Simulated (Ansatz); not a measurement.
Stepwise reaction of `C#[C][Al]([F])[F]` with hydrogen chloride, as a gas-phase model of exchange steps in deposition or etching. ΔE in kJ/mol; ΔG adds harmonic PBE0-D4 terms to CCSD(T)/CBS, at 1 bar.

Gas-phase electronic energies from Ansatz, PBE0-D4/def2-TZVP geometries. CBS: MP2 limit from def2 TZ/QZ plus the TZ coupled-cluster correction, frozen cores. This one scheme is used for every species. DFT in def2-TZVPP. B3LYP here is the variant with VWN-RPA as its local correlation; programs differ in this.

```tsv
step	reaction	PBE-D4	B3LYP-D4	ωB97M-V	CCSD(T)/CBS	ΔG(600 K)
1	`C#[C][Al]([F])[F]` + HCl → `C#[C][Al]([F])[Cl]` + H–F	18.9	24.8	22.2	20.7	22.6
2	`C#[C][Al]([F])[Cl]` + HCl → `C#[C][Al]([Cl])[Cl]` + H–F	18.8	24.8	22.4	20.0	29.0
```

**Question.** By hand: ΔE of the 2 steps together at CCSD(T)/CBS.

**Answer.** (20.7) + (20.0) = 40.7 kJ/mol, or 20.4 kJ/mol a step.

In ΔE the steps differ by no more than 0.7 kJ/mol. All are uphill at CCSD(T)/CBS. ΔG lies between 22.6 and 29.0 kJ/mol a step. PBE-D4 differs from CCSD(T)/CBS by -1.8 to -1.2 kJ/mol a step. Isolated molecules leave out the surface, adducts and barriers. Largest T1 diagnostic: 0.014.
